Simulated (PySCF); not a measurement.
A PySCF script (with the pyscf-properties extension) for the NMR shieldings of `CC[O+](CC)[B-](F)(F)F`, C$_{4}$H$_{10}$BF$_{3}$O, on a GFN2-xTB geometry:

```python
import basis_set_exchange as bse
import numpy as np
from pyscf import gto, dft
from pyscf.prop import nmr

atoms = """
C    -1.647331   -1.354922   -0.457751
C    -0.584755   -0.390513   -0.958278
O    -0.104554    0.410739    0.143021
C     1.321609    0.455301    0.297864
C     1.853366   -0.843725    0.883106
B    -0.815369    1.944399    0.192753
F    -0.422439    2.438370    1.378375
F    -2.130669    1.695984    0.090757
F    -0.289002    2.580472   -0.876418
H    -2.026605   -1.939058   -1.291078
H    -2.466957   -0.797778   -0.014055
H    -1.234579   -2.027182    0.290133
H    -1.001802    0.278134   -1.716628
H     0.259405   -0.929418   -1.393217
H     1.513758    1.279357    0.986710
H     1.790556    0.687662   -0.664928
H     1.343396   -1.064886    1.817266
H     2.915325   -0.733465    1.083332
H     1.716843   -1.680221    0.201572
"""
names = dict.fromkeys(["C", "O", "B", "F", "H"], "3-21G")
basis = {el: gto.basis.parse(bse.get_basis(n, elements=[el], fmt="nwchem")) for el, n in names.items()}
mol = gto.M(atom=atoms, basis=basis, charge=0, verbose=0)
mf = dft.RKS(mol, xc="PBE0")
mf.grids.level = 2
mf.grids.alignment = dft.numint.BLKSIZE   # the property module wants whole blocks of grid points
mf.conv_tol = 1e-9
mf.kernel()

calc = nmr.RKS(mf)   # GIAO
C = mf.mo_coeff
Co = C[:, mf.mo_occ > 0]
resp = mf.gen_response(singlet=True, hermi=2)
def vind(x):   # induced exchange potential for any number of trial vectors
    d = np.einsum("pi,xij,qj->xpq", C, 2 * x.reshape(-1, C.shape[1], Co.shape[1]), Co, optimize=True)
    return np.einsum("xpq,pi,qj->xij", resp(d - d.transpose(0, 2, 1)), C, Co, optimize=True).ravel()
mo1, _ = nmr.rhf.solve_mo1(calc, with_cphf=vind)
sigma = calc.kernel(mo1)
for i, s in enumerate(sigma):   # ppm
    print("%2d %-2s %9.2f" % (i, mol.atom_pure_symbol(i), np.trace(s) / 3))
```

Task: What does it print?

Result: 
```
 0 C     191.28
 1 C     146.44
 2 O     300.08
 3 C     146.93
 4 C     194.46
 5 B     118.39
 6 F     368.25
 7 F     365.27
 8 F     370.12
 9 H      32.18
10 H      30.88
11 H      31.67
12 H      28.50
13 H      29.59
14 H      28.33
15 H      29.62
16 H      31.52
17 H      32.12
18 H      31.62
```

These numbers come from an equivalent density-fitted implementation of the same equations, which agrees with the script to about 0.01 ppm for H and up to a few tenths of a ppm for heavy atoms, so last digits may differ.

Size and cost of the density-fitted run: 101 basis functions, of the order of 8 core-seconds.
